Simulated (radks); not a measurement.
All-electron atom: neutral scandium in [Ar] 3d1 4s2. Method: non-relativistic Kohn-Sham, OLYP, spin-unpolarised, spherical densities, point nucleus; computed with a radial shooting solver on a logarithmic mesh with Libxc functionals.

Normalised radial functions P(r) = r R(r), r in bohr:

r	4p
0.008666	0.0013
0.01324	0.0029
0.0204	0.0065
0.03117	0.0135
0.04801	0.0269
0.07336	0.0484
0.113	0.0765
0.1727	0.0952
0.266	0.0729
0.4064	-0.0148
0.626	-0.1329
0.9566	-0.1593
1.473	-0.0066
2.252	0.2412
3.468	0.4350
5.3	0.4088
8.163	0.2563
12.47	0.0835
19.21	0.0101

4p (empty): eigenvalue -1.332 eV, 2 radial nodes at r = 0.385, 1.49 bohr, <r> = 5.47 bohr, 90 % of the charge inside 8.71 bohr.
